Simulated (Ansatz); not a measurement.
Consider the substitution at a C–Ga bond: `[CH3][GaH][CH]=O` + `CC(C)B(O)O` → `COB(O)C(C)C` + `O=[CH][GaH2]`.

Isolated molecules relaxed with PBE0-D4/def2-TZVP in Ansatz; ΔE leaves out vibrations. CBS: MP2 limit from def2 TZ/QZ plus the TZ coupled-cluster correction, frozen cores. DFT in def2-TZVPP. B3LYP here is the variant with VWN-RPA as its local correlation; programs differ in this. For Ga outer-core shells are correlated without core-valence functions, which leaves a few kJ/mol of doubt a bond. Scalar relativity is left out up to krypton. One conformer a species, not always the lowest.

`[CH3][GaH][CH]=O`:

Z-matrix (Å, degrees):
```
C
Ga 1 1.963
H 1 1.090 2 112.1
H 1 1.092 2 110.4 3 122.1
H 1 1.094 2 109.4 3 -119.8
C 2 2.021 1 118.0 3 -153.3
H 2 1.572 1 123.7 3 18.5
O 6 1.211 2 113.2 1 77.1
H 6 1.118 2 128.3 1 -103.9
```

`CC(C)B(O)O`:

Z-matrix (Å, degrees):
```
C
C 1 1.530
H 1 1.091 2 111.4
H 1 1.095 2 111.1 3 -119.9
H 1 1.094 2 111.1 3 120.7
C 2 1.525 1 111.2 3 -178.3
B 2 1.582 1 110.8 3 54.2
H 2 1.099 1 107.1 3 -60.5
H 6 1.096 2 111.3 1 -62.5
H 6 1.095 2 112.2 1 176.3
H 6 1.093 2 111.4 1 56.4
O 7 1.369 2 124.1 1 124.2
O 7 1.363 2 118.6 1 -55.7
H 12 0.959 7 112.9 2 -0.1
H 13 0.962 7 111.9 2 179.9
```

`COB(O)C(C)C`:

Z-matrix (Å, degrees):
```
C
O 1 1.406
H 1 1.094 2 110.3
H 1 1.091 2 108.3 3 118.5
H 1 1.093 2 112.3 3 -121.4
B 2 1.367 1 124.4 3 95.8
C 6 1.580 2 125.1 1 -0.3
O 6 1.365 2 115.9 1 -178.7
C 7 1.525 6 112.7 2 160.9
C 7 1.534 6 109.6 2 -75.4
H 7 1.099 6 108.4 2 41.5
H 8 0.962 6 111.4 2 0.8
H 9 1.092 7 111.8 6 -59.2
H 9 1.094 7 111.0 6 -179.8
H 9 1.093 7 110.9 6 60.3
H 10 1.093 7 112.5 6 57.9
H 10 1.094 7 110.8 6 -62.5
H 10 1.094 7 110.8 6 178.4
```

`O=[CH][GaH2]`:

Z-matrix (Å, degrees):
```
C
Ga 1 2.014
O 1 1.210 2 111.7
H 1 1.116 2 129.3 3 180.0
H 2 1.566 1 118.4 3 85.2
H 2 1.566 1 118.4 3 -85.2
```

```csv
level,ΔE (kJ/mol),difference from CCSD(T)/CBS
ωB97X-V,86.8,-11.3
B2PLYP,92.6,-5.5
PBE0,94.5,-3.6
B3LYP,89.2,-8.9
MP2/def2-TZVPP,101.6,3.5
SCS-MP2/def2-TZVPP,94.0,-4.1
CCSD/def2-TZVPP,93.4,-4.7
CCSD(T)/def2-TZVPP,93.9,-4.2
HF/def2-QZVPP,80.5,-17.6
HF/CBS(def2),80.3,-17.8
CCSD(T)/CBS,98.1,0
```

Largest T1 diagnostic among the species: 0.017.

The D4 term adds −3.4 kJ/mol with B3LYP and −2.2 kJ/mol with PBE0; it sums over pairs of atoms, weighted by their polarisabilities, and B3LYP, whose exchange is more repulsive, gets the larger term. In def2-TZVPP, CCSD(T) changes the Hartree–Fock value by +12.4 kJ/mol (the triples alone add +0.5 kJ/mol) and MP2 by +20.1 kJ/mol.
